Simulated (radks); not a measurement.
Tm25+, configuration [Kr] 4d8. Calculated with a radial shooting solver on a logarithmic mesh with Libxc functionals: Dirac Kohn-Sham, relativistic LDA (MacDonald-Vosko exchange, VWN5 correlation), spin-unpolarised, spherical densities, finite nucleus; open shells fill j = l - 1/2 first; Fermi nuclear charge, rms radius 5.2256 fm. Some entries of the table are withheld. Estimate them.

orbital  occ.  eigenvalue (eV)  <1/r> (bohr^-1)
1s1/2       2        -59613.04            78.71
2s1/2       2        -10741.43            18.97
2p1/2       2        -10286.05            18.95
2p3/2       4        -9318.281            16.37
3s1/2       2        -3043.887            6.979
3p1/2       2        -2842.576            6.898
3p3/2       4        -2636.418            6.240
3d3/2       4        -2291.006            6.125
3d5/2       6        -2245.749            5.964
4s1/2       2              (1)            3.134
4p1/2       2        -1097.915              (2)
4p3/2       4        -1041.774              (3)
4d3/2       4              (4)            2.695
4d5/2       4              (5)            2.644
5s1/2       0        -611.5042              (6)
5p1/2       0        -575.0205            1.626
5p3/2       0        -554.4202            1.544

Answer. 
(1) 4s1/2 eigenvalue (eV): -1181.394
(2) 4p1/2 <1/r> (bohr^-1): 3.053
(3) 4p3/2 <1/r> (bohr^-1): 2.836
(4) 4d3/2 eigenvalue (eV): -902.8767
(5) 4d5/2 eigenvalue (eV): -891.3224
(6) 5s1/2 <1/r> (bohr^-1): 1.674
